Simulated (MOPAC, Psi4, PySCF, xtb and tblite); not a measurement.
Torsional profile of SMILES C(C[SiH2]O[SiH3])#C (C₃H₈OSi₂), singlet. Scanned: dihedral C2–C3–Si4–O5; all other coordinates were relaxed at GFN2-xTB. Points at φ and −φ are mirror images.

Geometry of the scan point at 150° (Å):
```
14

C     -3.7065    -0.4114     0.4894
C     -2.5662    -0.0685     0.6125
C     -1.1888     0.3332     0.7460
Si    -0.0994    -0.3127    -0.6873
O      1.0861     0.7741    -0.8818
Si     2.4657     1.5537    -1.2124
H     -4.7097    -0.7002     0.3918
H     -1.1468     1.4258     0.7695
H     -0.8108    -0.0256     1.7067
H      0.5075    -1.6008    -0.3480
H     -0.8312    -0.3552    -1.9516
H      2.0590     2.8903    -1.6387
H      3.1573     0.8184    -2.2692
H      3.2382     1.5747     0.0287
```

Computed with: GFN2-xTB (xtb and tblite); B3LYP/def2-TZVP // GFN2-xTB (Psi4); B3LYP-D3(BJ)/def2-TZVP // GFN2-xTB (Psi4); PBE/def2-TZVP // GFN2-xTB (Psi4); PBE-D3(BJ)/def2-TZVP // GFN2-xTB (Psi4); AM1, restricted, heats of formation // GFN2-xTB (MOPAC); PM7, restricted, heats of formation // GFN2-xTB (MOPAC); RKS-B3LYP/6-31G* = PySCF with restricted B3LYP/6-31G*, spherical d, density fitting // GFN2-xTB; RKS-B3LYP/LANL2DZ = restricted B3LYP/LANL2DZ, with its core potentials past Ne // GFN2-xTB (PySCF); RKS-M06-2X/6-31G* = restricted M06-2X/6-31G*, spherical d, density fitting // GFN2-xTB run with PySCF.

Least-squares fit of E(φ) = a0 + Σ (a_n cos nφ + b_n sin nφ), n = 1 to 4, to the 12 scan points, in kJ/mol above the lowest point of each profile (levels whose profile four harmonics don't fit are not listed):

| method | a0 | a1 | b1 | a2 | b2 | a3 | b3 | a4 | b4 | rms of fit |
|---|---|---|---|---|---|---|---|---|---|---|
| GFN2-xTB | 2.35 | -0.43 | 0.00 | -0.84 | 0.00 | 1.99 | 0.00 | -0.02 | 0.00 | 0.07 |
| B3LYP/def2-TZVP | 5.23 | 0.83 | 0.00 | -0.65 | 0.00 | 3.97 | 0.00 | 0.02 | 0.00 | 0.25 |
| B3LYP-D3(BJ)/def2-TZVP | 4.30 | -2.66 | 0.00 | -1.47 | 0.00 | 4.02 | 0.00 | 0.16 | 0.00 | 0.33 |
| PBE/def2-TZVP | 4.06 | -0.47 | 0.00 | -0.93 | 0.00 | 3.85 | 0.00 | 0.02 | 0.00 | 0.31 |
| PBE-D3(BJ)/def2-TZVP | 4.11 | -2.46 | 0.00 | -1.34 | 0.00 | 3.90 | 0.00 | 0.10 | 0.00 | 0.35 |
| AM1 | 3.38 | 3.51 | 0.00 | 1.15 | 0.00 | 1.06 | 0.00 | 0.28 | 0.00 | 0.16 |
| PM7 | 2.74 | 0.99 | 0.00 | 0.48 | 0.00 | 2.09 | 0.00 | 0.25 | 0.00 | 0.24 |
| RKS-B3LYP/6-31G* | 4.42 | -0.12 | 0.00 | -1.22 | 0.00 | 3.61 | 0.00 | 0.27 | 0.00 | 0.21 |
| RKS-B3LYP/LANL2DZ | 6.27 | 2.49 | 0.00 | -0.96 | 0.00 | 2.75 | 0.00 | 0.21 | 0.00 | 0.16 |
| RKS-M06-2X/6-31G* | 5.09 | -3.43 | 0.00 | -2.61 | 0.00 | 3.28 | 0.00 | 0.36 | 0.00 | 0.41 |
